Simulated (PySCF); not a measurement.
F3GeH3Si. Atoms are numbered in the order given.

```xyz
8

F      1.4956     0.0054    -1.4842
Si     0.0000     0.0000    -0.8865
F     -0.7525     1.2925    -1.4842
F     -0.7431    -1.2979    -1.4842
Ge     0.0000     0.0000     1.4568
H      0.7420     1.2440     1.9554
H      0.7063    -1.2646     1.9554
H     -1.4484     0.0206     1.9554
```

Coordinates come from a ωB97X-D3(BJ)/def2-SVP optimisation. The structure was generated by enumeration, and PubChem lists no compound with its InChIKey, so it may never have been made.

Method: PBE/pcSseg-1 (PySCF).

GIAO shieldings, no solvent; atoms alike by connectivity are averaged. δ = σ(ref) − σ: ¹⁹F against CFCl3 (σ = 133.6 ppm); ²⁹Si against TMS (σ = 335.4 ppm); ⁷³Ge against GeH4 (σ = 1614.4 ppm); ¹H against TMS (σ = 31.49 ppm), references at their B3LYP-D3(BJ)/def2-TZVP geometries, non-relativistic.

```tsv
nucleus	atoms	count	δ (ppm)
¹⁹F	F1, F3, F4	3	-131.6
²⁹Si	Si2	1	-33.6
⁷³Ge	Ge5	1	-44.3
¹H	H6, H7, H8	3	3.77
```
